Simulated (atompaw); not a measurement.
## Si (Z = 14): variants of one PAW (atompaw) potential

Base potential:

Si (Z = 14), PAW, made with atompaw 4.2.0.5 (PBE, scalar-relativistic). Core [Ne], reference 3s1 3p3. Waves: 3s (bound); 3s channel at 1.4 Ry; 3p (bound); 3p channel at 2.4 Ry; 3d channel at -0.05 Ry. Local part: troulliermartins scheme with l = 3 at 0.5 Ry, radius 2.10 bohr. Core correction: smooth core density matched at 1.70 bohr. Augmentation charge: besselshape compensation charge, radius 1.75 bohr; PAW radius 2.15 bohr; waves and projectors: bloechl.

Cutoffs, loose and tight: the cutoffs (Ry, on a coarse ladder) from which the occupation-weighted sum of valence levels, in a spherical-Bessel basis at the reference potential, stays within 10 and 1 mRy of its value at 400 Ry. They see the waves, projectors and local potential, not the compensation charge or the core. A dash means not determined.

| change | outcome | cutoff, loose | cutoff, tight | bound ghosts |
| --- | --- | --- | --- | --- |
| base | generated | 8 Ry | 15 Ry | none |
| wave 3p channel at 2.4 Ry becomes 3p channel at -0.2 Ry | failed: atompaw: The overlap operator has at least one negative eigenvalue! | – | – | – |
| wave 3p channel at 2.4 Ry becomes 3p channel at -0.06 Ry | failed: atompaw: The overlap operator has at least one negative eigenvalue! | – | – | – |
| wave 3p channel at 2.4 Ry becomes 3p channel at 0.2 Ry | failed: atompaw: The overlap operator has at least one negative eigenvalue! | – | – | – |
| wave 3p channel at 2.4 Ry becomes 3p channel at 0.63 Ry | generated | 8 Ry | 15 Ry | none |
| wave 3p channel at 2.4 Ry becomes 3p channel at 3.51 Ry | generated | 8 Ry | 15 Ry | none |
| wave 3p channel at 2.4 Ry becomes 3p channel at 8.26 Ry | generated | 8 Ry | 15 Ry | none |

Problem. What comes out with this change to the base: wave 3p channel at 2.4 Ry becomes 3p channel at 2.18 Ry?

Solution. outcome: failed: atompaw: terminating projector 1000. Cause: the iteration for the Blöchl projector did not settle.
